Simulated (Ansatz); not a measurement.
Cost and result for the atomization energy of CH5B2ClO (`BC(Cl)BO`) (10 atoms, 9 bonds).

```xyz
10

B    -0.453    1.465   -0.321
C    -0.586   -0.049   -0.065
Cl   -1.351   -0.508    1.493
B     0.814   -0.776   -0.260
O     1.354   -1.524    0.709
H    -0.119    1.811   -1.416
H    -0.640    2.271    0.538
H    -1.201   -0.472   -0.875
H     1.399   -0.667   -1.297
H     0.783   -1.552    1.492
```

Charge 0, multiplicity 1. The structure was optimised at the PBE0-D4/def2-TZVP level. It is one conformer, not always the lowest. Program: Ansatz. All runs use 4 threads of an Intel Xeon Platinum 8488C on a shared host. Times are those of one run each, without the atoms' runs, and a repeat can differ threefold. Electronic energies, without spin–orbit coupling; frozen cores. CCSD(T)/CBS adds CCSD(T) − MP2 in def2-TZVPP to the MP2 limit, and its time is that of the two runs behind it. T1 = 0.013. B3LYP takes the VWN-RPA correlation (the form of Gaussian; ORCA's B3LYP/G).

CCSD(T)/CBS is a level of theory with its own doubt, some kJ/mol a heavy atom from the limit and from the frozen cores, so smaller differences don't rank the functionals.

```
                             level  functions  wall time
   PBE-D4/def2-TZVPP (with forces)        236      1.8 s
                PBE0-D4/def2-TZVPP        236      1.8 s
r2SCAN-D4/def2-TZVPP (with forces)        236      2.8 s
 B3LYP-D4/def2-TZVPP (with forces)        236      3.4 s
                 B2PLYP/def2-TZVPP        236      3.5 s
                ωB97X-V/def2-TZVPP        236        4 s
  ωB97M-V/def2-TZVPP (with forces)        236        6 s
                    MP2/def2-QZVPP        448       15 s
                CCSD(T)/def2-TZVPP        236       56 s
                 CCSD(T)/CBS(def2)          –       71 s
```

**Question.** What atomization energy does each give, and how far from CCSD(T)/CBS? (Estimate.)

**Answer.** The calculation gave: 
```csv
level,atomization (kcal/mol),difference from CCSD(T)/CBS,per bond
PBE-D4/def2-TZVPP (with forces),916.3,24.0,2.7
PBE0-D4/def2-TZVPP,901.7,9.4,1.0
r2SCAN-D4/def2-TZVPP (with forces),904.0,11.7,1.3
B3LYP-D4/def2-TZVPP (with forces),896.9,4.6,0.5
B2PLYP/def2-TZVPP,888.3,-4.0,-0.4
ωB97X-V/def2-TZVPP,897.4,5.1,0.6
ωB97M-V/def2-TZVPP (with forces),901.8,9.5,1.1
MP2/def2-QZVPP,905.0,12.7,1.4
CCSD(T)/def2-TZVPP,871.1,-21.2,-2.4
CCSD(T)/CBS(def2),892.3,0.0,0.0
```

From PBE to PBE0 (25 % exact exchange), in def2-TZVPP and without D4, the atomization energy moves by −13.9 kcal/mol: exact exchange takes away binding that semilocal exchange gives to molecules. In def2-TZVPP, CCSD(T) changes the Hartree–Fock value by +194.9 kcal/mol (the triples alone add +13.0 kcal/mol) and MP2 by +216.4 kcal/mol; breaking electron pairs costs correlation energy, which Hartree–Fock lacks. The D4 term adds +7.7 kcal/mol with B3LYP and +4.0 kcal/mol with PBE0; it sums over pairs of atoms, weighted by their polarisabilities, and B3LYP, whose exchange is more repulsive, gets the larger term.
